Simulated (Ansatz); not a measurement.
Consider the formal exchange of groups at the Si–O bond: `O=C[SiH](O)O` + `[SnH4]` → `O=C[SiH](O)[SnH3]` + H₂O.

Computed with Ansatz on PBE0-D4/def2-TZVP structures; ΔE is electronic, products minus reactants. CCSD(T)/CBS adds triple-zeta CCSD(T) − MP2 to the extrapolated MP2 energy (def2 sets, frozen cores). This one scheme is used for every species. Functionals use def2-TZVPP. B3LYP here is the variant with VWN-RPA as its local correlation; programs differ in this. Elements past krypton have def2 core potentials. For Sn outer-core shells are correlated without core-valence functions, which leaves a few kJ/mol of doubt a bond. One conformer a species, not always the lowest.

```json
{"level": "B3LYP-D4", "ΔE (kJ/mol)": "98.8"}
{"level": "B2PLYP", "ΔE (kJ/mol)": "107.5"}
{"level": "r2SCAN", "ΔE (kJ/mol)": "100.1"}
{"level": "CCSD/def2-TZVPP", "ΔE (kJ/mol)": "109.3"}
```

Problem. What does CCSD(T)/CBS give? (An estimate is asked.)

Solution. Ansatz gave: +96.5 kJ/mol. The listed levels differ from it by 2.3, 11.0, 3.6, 12.8 kJ/mol.

Largest T1 diagnostic among the species: 0.015.

From PBE to PBE0 (25 % exact exchange), in def2-TZVPP and without D4, ΔE moves by +8.6 kJ/mol. The D4 term adds −5.5 kJ/mol with B3LYP and −3.5 kJ/mol with PBE0; it sums over pairs of atoms, weighted by their polarisabilities, and B3LYP, whose exchange is more repulsive, gets the larger term.
